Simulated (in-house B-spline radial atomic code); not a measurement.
Whole-atom quantities along the 43-electron series, configuration [Kr] 4d7. Breit and QED terms are first order and not part of the total energy; the density at the nucleus is averaged over the nuclear charge. Computed with a radial B-spline atomic code at the basis-set limit: Dirac-Hartree-Fock, average of the configuration, finite nuclei.

| ion | Z | E/Z² (Eh) | Σ<r²> (bohr²) | n(0)/Z³ (bohr⁻³) | Lamb diamagnetic shielding (ppm) | repulsion over attraction | Breit energy (eV) | self-energy (eV) | vacuum polarisation (eV) | Dirac less non-relativistic energy (Eh) |
| --- | --- | --- | --- | --- | --- | --- | --- | --- | --- | --- |
| Ru+ | 44 | -2.3394 | 36.963 | 1.2505 | 4417.18 | 0.15584 | 76.89 | 57.931 | -6.7386 | -87.801 |
| Rh2+ | 45 | -2.3614 | 30.466 | 1.2834 | 4555.1 | 0.15414 | 83.049 | 62.679 | -7.4068 | -96.808 |
| Pd3+ | 46 | -2.3829 | 26.11 | 1.3169 | 4693.12 | 0.15229 | 89.549 | 67.708 | -8.1268 | -106.52 |
| Ag4+ | 47 | -2.4041 | 22.883 | 1.3528 | 4831.48 | 0.15036 | 96.401 | 73.027 | -8.9019 | -116.98 |
| Cd5+ | 48 | -2.4248 | 20.353 | 1.3881 | 4970.3 | 0.14839 | 103.61 | 78.649 | -9.735 | -128.22 |
| In6+ | 49 | -2.4451 | 18.299 | 1.4274 | 5109.69 | 0.14639 | 111.2 | 84.586 | -10.63 | -140.3 |
| Sn7+ | 50 | -2.465 | 16.59 | 1.4671 | 5249.71 | 0.14438 | 119.17 | 90.85 | -11.591 | -153.24 |
| Sb8+ | 51 | -2.4845 | 15.142 | 1.5089 | 5390.42 | 0.14237 | 127.53 | 97.454 | -12.621 | -167.1 |
| Te9+ | 52 | -2.5036 | 13.897 | 1.5507 | 5531.87 | 0.14038 | 136.3 | 104.41 | -13.724 | -181.91 |
| I10+ | 53 | -2.5224 | 12.815 | 1.5973 | 5674.12 | 0.13839 | 145.48 | 111.74 | -14.906 | -197.75 |
| Xe11+ | 54 | -2.5408 | 11.865 | 1.6444 | 5817.2 | 0.13643 | 155.08 | 119.44 | -16.169 | -214.64 |
| Cs12+ | 55 | -2.559 | 11.026 | 1.6946 | 5961.16 | 0.13449 | 165.13 | 127.54 | -17.52 | -232.65 |
| Ba13+ | 56 | -2.5768 | 10.278 | 1.7461 | 6106.03 | 0.13257 | 175.62 | 136.05 | -18.963 | -251.82 |
| La14+ | 57 | -2.5943 | 9.6089 | 1.8012 | 6251.87 | 0.13068 | 186.58 | 144.99 | -20.504 | -272.21 |
| Ce15+ | 58 | -2.6115 | 9.0061 | 1.8584 | 6398.71 | 0.12882 | 198.01 | 154.38 | -22.149 | -293.89 |
| Pr16+ | 59 | -2.6285 | 8.461 | 1.9188 | 6546.59 | 0.12699 | 209.92 | 164.22 | -23.902 | -316.9 |
| Nd17+ | 60 | -2.6452 | 7.9659 | 1.9817 | 6695.56 | 0.12519 | 222.33 | 174.55 | -25.772 | -341.32 |
| Pm18+ | 61 | -2.6617 | 7.5145 | 2.0447 | 6845.64 | 0.12342 | 235.25 | 185.37 | -27.763 | -367.19 |

Problem. With what power of Z does the column «self-energy (eV)» change over this range?

Solution. A fit of the logarithm of its size against log Z from Z = 44 to 61 has slope 3.56. One-loop self-energy scales as Z⁴F(Zα), with F falling from low Z to about Z = 90.
